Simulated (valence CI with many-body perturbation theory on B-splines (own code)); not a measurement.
## Br²⁹⁺: E2, M1, M2 decay

Computed by valence CI with perturbative core correlation (CI+MBPT): four valence electrons over a frozen Dirac-Fock core [He], a basis of 11 s, 11 p, 10 d, 8 f, 5 g, 2 h functions for each j, with the one-electron correlation potential Σ1 (screened to all orders), the two-electron term Σ2, the three-electron term Σ3, Breit, model QED; selected single and double excitations, second order for the rest, scaled by the run's own slope (own B-spline code, finite nucleus).

The last digits are not significant, and no measured levels were compared; by estimate large intervals hold to a few tenths of a per cent, small ones and those within an open d or f shell to about a per cent. Among the levels kept, up to 1100 cm⁻¹ of a level comes from second order outside the variational space, and about a tenth of that is noise between levels of different J, which matters for small intervals.

Lines 1 to 46 of 46 in falling wavelength, among levels below 2282.4 eV, chosen from the decays that carry over 1 % of a level's rate. Wavelengths and rates use the calculated energies. Electric multipoles are in the length gauge with retardation, E1 and E2 with the static RPA response of the core. M1 uses the relativistic operator with retardation. Weak lines are less certain than strong ones. Lines between different terms over intervals too small for the method are left out, as are lines whose strength nearly cancels. The highest levels of a list are the least certain.

Levels are named by their leading jj configuration (3d3/2^4 stands for four electrons in 3d with j = 3/2), which in mixed levels can hold well under half, so a name can repeat and another be missing. Letters in brackets count levels of one name in rising energy.

```csv
λ vac (nm),Upper,Lower,Type,A (s⁻¹),Branch %
127.2,(2s^2 2p1/2 2p3/2) J=2,(2s^2 2p1/2 2p3/2) J=1,M1,3.35e+03,95.7
28.98,(2s^2 2p1/2 2p3/2) J=1,(2s^2 2p1/2^2) J=0,M1,5.89e+05,100.0
24.81,(2s^2 2p3/2^2) J=2,(2s^2 2p1/2 2p3/2) J=2,M1,6.61e+05,47.2
23.60,(2s^2 2p1/2 2p3/2) J=2,(2s^2 2p1/2^2) J=0,E2,1.52e+02,4.3
20.76,(2s^2 2p3/2^2) J=2,(2s^2 2p1/2 2p3/2) J=1,M1,7.39e+05,52.8
14.98,(2s^2 2p3/2^2) J=0,(2s^2 2p1/2 2p3/2) J=1,M1,3.19e+06,99.9
0.7080,(2s^2 2p3/2 3d5/2) J=4,(2s 2p3/2^3) J=2,E2,9.83e+07,3.1
0.6918,(2s^2 2p3/2 3d5/2) J=4,(2s 2p1/2 2p3/2^2) J=2 [b],E2,1.65e+08,5.2
0.6794,(2s^2 2p3/2 3d5/2) J=4,(2s 2p1/2 2p3/2^2) J=3,E2,9.94e+07,3.1
0.6739,(2s^2 2p3/2 3d5/2) J=4,(2s 2p1/2 2p3/2^2) J=2 [a],E2,6.49e+07,2.0
0.6698,(2s 2p1/2 2p3/2 3p3/2) J=3 [a],(2s 2p1/2 2p3/2^2) J=3,E2,4.75e+08,1.4
0.6690,(2s 2p3/2^2 3p3/2) J=4,(2s 2p3/2^3) J=2,E2,1.94e+09,4.9
0.6646,(2s 2p1/2 2p3/2 3p3/2) J=3 [a],(2s 2p1/2 2p3/2^2) J=2 [a],E2,2.65e+09,8.0
0.6640,(2s 2p1/2 2p3/2 3p3/2) J=4,(2s 2p1/2 2p3/2^2) J=3,E2,3.05e+09,12.2
0.6635,(2s^2 2p1/2 3p1/2) J=1,(2s^2 2p1/2 2p3/2) J=2,E2,1.27e+10,9.4
0.6602,(2s^2 2p3/2 3p1/2) J=1,(2s^2 2p3/2^2) J=2,E2,1.48e+10,1.9
0.6601,(2s^2 2p1/2 3p1/2) J=1,(2s^2 2p1/2 2p3/2) J=1,E2,1.20e+10,8.8
0.6593,(2s^2 2p3/2 3p1/2) J=2,(2s^2 2p3/2^2) J=2,E2,1.54e+10,3.3
0.6582,(2s^2 2p1/2 3p1/2) J=0,(2s^2 2p1/2 2p3/2) J=2,E2,2.03e+10,2.9
0.6575,(2s 2p3/2^2 3p1/2) J=0,(2s 2p3/2^3) J=2,E2,2.23e+10,7.9
0.6569,(2s^2 2p3/2 3p3/2) J=3,(2s^2 2p3/2^2) J=2,E2,7.16e+09,3.7
0.6566,(2s^2 2p3/2 3p3/2) J=1,(2s^2 2p3/2^2) J=2,E2,8.12e+09,2.9
0.6560,(2s^2 2p1/2 3p3/2) J=2,(2s^2 2p1/2 2p3/2) J=2,E2,8.18e+09,3.7
0.6546,(2s 2p3/2^2 3p3/2) J=4,(2s 2p1/2 2p3/2^2) J=2 [b],E2,1.08e+09,2.7
0.6543,(2s^2 2p3/2 3d5/2) J=4,(2s 2p1/2^2 2p3/2) J=2,E2,8.98e+07,2.8
0.6532,(2s^2 2p1/2 3p3/2) J=1,(2s^2 2p1/2 2p3/2) J=1,E2,6.62e+09,1.1
0.6526,(2s^2 2p1/2 3p3/2) J=2,(2s^2 2p1/2 2p3/2) J=1,E2,3.90e+09,1.8
0.6515,(2s 2p1/2 2p3/2 3d5/2) J=5,(2s 2p1/2 2p3/2^2) J=3,M2,1.56e+08,6.4
0.6483,(2s^2 2p3/2 3p3/2) J=0,(2s^2 2p3/2^2) J=2,E2,3.06e+10,2.7
0.6455,(2s 2p1/2 2p3/2 3p3/2) J=3 [a],(2s 2p1/2^2 2p3/2) J=2,E2,1.14e+10,34.4
0.6435,(2s^2 2p3/2 3d5/2) J=4,(2s^2 2p3/2^2) J=2,M2,1.49e+08,4.7
0.6434,(2s 2p3/2^2 3p3/2) J=4,(2s 2p1/2 2p3/2^2) J=3,E2,1.02e+10,25.7
0.6432,(2s 2p1/2 2p3/2 3p3/2) J=0 [b],(2s 2p1/2 2p3/2^2) J=2 [a],E2,8.40e+09,1.5
0.6401,(2s 2p1/2 2p3/2 3p3/2) J=4,(2s 2p1/2^2 2p3/2) J=2,E2,1.52e+10,60.6
0.6400,(2s^2 2p3/2 3p3/2) J=3,(2s^2 2p1/2 2p3/2) J=2,E2,7.70e+09,3.9
0.6397,(2s^2 2p3/2 3p3/2) J=1,(2s^2 2p1/2 2p3/2) J=2,E2,6.72e+09,2.4
0.6385,(2s 2p3/2^2 3p3/2) J=4,(2s 2p1/2 2p3/2^2) J=2 [a],E2,9.21e+09,23.2
0.6383,(2s^2 2p1/2 3p3/2) J=2,(2s^2 2p1/2^2) J=0,E2,1.05e+10,4.7
0.6368,(2s^2 2p3/2 3p3/2) J=3,(2s^2 2p1/2 2p3/2) J=1,E2,7.71e+09,4.0
0.6039,(2s 2p1/2 2p3/2 3d3/2) J=4,(2s^2 2p1/2 2p3/2) J=2,E2,8.12e+09,2.0
0.6031,(2p1/2^2 2p3/2 3d5/2) J=4,(2s 2p1/2 2p3/2^2) J=2 [a],E2,2.00e+09,1.4
0.5884,(2p1/2^2 2p3/2 3d3/2) J=2,(2s 2p1/2^2 2p3/2) J=2,E2,4.03e+10,1.6
0.5882,(2p1/2^2 2p3/2 3d3/2) J=3,(2s 2p1/2^2 2p3/2) J=2,E2,5.39e+10,4.8
0.5877,(2p1/2^2 2p3/2 3d3/2) J=0,(2s 2p1/2^2 2p3/2) J=2,E2,6.23e+10,4.7
0.5876,(2s 2p3/2^2 3d5/2) J=4 [b],(2s^2 2p3/2^2) J=2,E2,5.57e+10,1.2
0.5873,(2p1/2^2 2p3/2 3d5/2) J=4,(2s 2p1/2^2 2p3/2) J=2,E2,6.31e+10,45.3
```
